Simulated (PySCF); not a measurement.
Excitations are Tamm–Dancoff values on a coarser integration grid. The basis has no diffuse functions, so Rydberg states are missing or too high.

## H5InN2, SMILES `[NH2][InH][NH2]` (H–N–In–N torsion -12°, N–In–N–H torsion -12°) (charge 0, multiplicity 1)

These are CAM-B3LYP-D3(BJ)/def2-TZVP in PySCF 2.14.0 values and carry that method's errors.

The HOMO is -7.98 eV and the dipole moment is 0.24 D. The LUMO is 0.38 eV and the HOMO–LUMO gap comes out as 8.36 eV. The S1 excitation (TDA) is 5.22 eV, the S1 oscillator strength is 0.002 and the brightest of the four lowest singlets (TDA) is 5.79 eV. The T1 excitation (TDA) comes out as 4.71 eV and the S1–T1 gap (TDA) comes out as 0.51 eV. The total energy comes out as -302.6312 Ha and the cost is around 90 core-seconds (rough).

```xyz
8

N      1.6433     0.2213     0.2570
In     0.0444    -0.5896    -0.6515
N     -1.6823     0.2961    -0.1287
H      1.5902     1.0901     0.7620
H      2.5852     0.0400    -0.0456
H      0.1420    -1.8842    -1.7437
H     -1.7431     0.9400     0.6422
H     -2.5796    -0.1137    -0.3247
```
Charge 0, spin multiplicity 1.
